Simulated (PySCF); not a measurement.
PySCF input for CH3BeClO, SMILES C[O][Be][Cl], PBE0/pcJ-1. Geometry: ωB97X-D3(BJ)/def2-SVP. One conformer was computed; it need not be the lowest.

```python
import numpy as np
from pyscf import gto, scf, dft
from pyscf.prop.ssc import rks as ssc

mol = gto.M(
    atom='''
    Be    0.00000000    0.00000000    0.16574870
    Cl   -0.00000000   -0.00000000    1.98489016
    O     0.00000000    0.00000000   -1.22162491
    C    -0.00000000    0.00000000   -2.60632499
    H    -0.89381832   -0.51604625   -2.99839275
    H     0.00000001    1.03209249   -2.99839275
    H     0.89381832   -0.51604625   -2.99839276
    ''',
    basis='pcJ-1',
    charge=0,
    spin=0,
    max_memory=1600,
    verbose=3,
)
mf = dft.RKS(mol, xc='pbe0')
mf.grids.level = 3
mf.conv_tol = 1e-10
mf.max_cycle = 100
mf.kernel()
j = ssc.SSC(mf)
j.with_fcsd = True
j.max_cycle_cphf = 80
j.conv_tol = 1e-7
e11 = j.kernel()
```

Program output:

```
converged SCF energy = -586.969920156146
Reduced spin-spin coupling constant K (Hz)
               #0        #1        #2        #3        #4
        0 Be   0.00000
        1 Cl   9.82079   0.00000
        2 O   63.63786   0.20328   0.00000
        3 C    4.25455  -0.12462  -1.97244   0.00000
        4 H   -0.03870   0.02722   0.59473  17.82863   0.00000
        5 H   -0.03873   0.02737   0.59472  17.82883  -0.38413
        6 H   -0.03869   0.02717   0.59473  17.82857  -0.38412
               #5        #6
        5 H    0.00000
        6 H   -0.38412   0.00000
Spin-spin coupling constant J (Hz)
               #0        #1        #2        #3        #4
        0 Be   0.00000
        1 Cl  -4.22379   0.00000
        2 O   37.83985  -0.08437   0.00000
        3 C   -4.69157  -0.09592   2.09903   0.00000
        4 H    0.16966   0.08330  -2.51644 139.89979   0.00000
        5 H    0.16982   0.08378  -2.51639 139.90129 -11.98494
        6 H    0.16962   0.08314  -2.51645 139.89926 -11.98466
               #5        #6
        5 H    0.00000
        6 H  -11.98465   0.00000
```

The calculation finished and met its thresholds.
